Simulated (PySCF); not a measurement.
C4H4BN, SMILES C#CB(N)C#C.

Coordinates come from a r2SCAN-D4/def2-SVP optimisation. The structure was generated by enumeration, and PubChem lists no compound with its InChIKey, so it may never have been made. One conformer was computed; it need not be the lowest.

Two levels are set side by side: TDA-PBE/def2-SVPD (PySCF) and TDA-PBE0/def2-SVPD (PySCF). Vertical, same geometry. The lowest singlet is HOMO→LUMO 100 % with PBE and HOMO→LUMO 97 % with the other functional; states are paired by order. Differences are taken from unrounded values.

```json
[
 {"quantity": "lowest singlet excitation (eV)", "TDA-PBE0": "4.84", "TDA-PBE": "4.43", "TDA-PBE minus TDA-PBE0": "-0.41"},
 {"quantity": "lowest triplet excitation (TDA) (eV)", "TDA-PBE0": "4.20", "TDA-PBE": "3.98", "TDA-PBE minus TDA-PBE0": "-0.23"},
 {"quantity": "first bright state (f over 0.05) (eV)", "TDA-PBE0": "5.58", "TDA-PBE": "5.14", "TDA-PBE minus TDA-PBE0": "-0.45"},
 {"quantity": "its oscillator strength", "TDA-PBE0": "0.10", "TDA-PBE": "0.10", "TDA-PBE minus TDA-PBE0": "0.00"}
]
```

Functionals without exact exchange tend to place singlet excitations lower, as here. Differences between two approximate levels are no errors against the true value.

Rough cost on one machine, each run with all the roots and properties that it gave: TDA-PBE0 against TDA-PBE within a factor of 2.
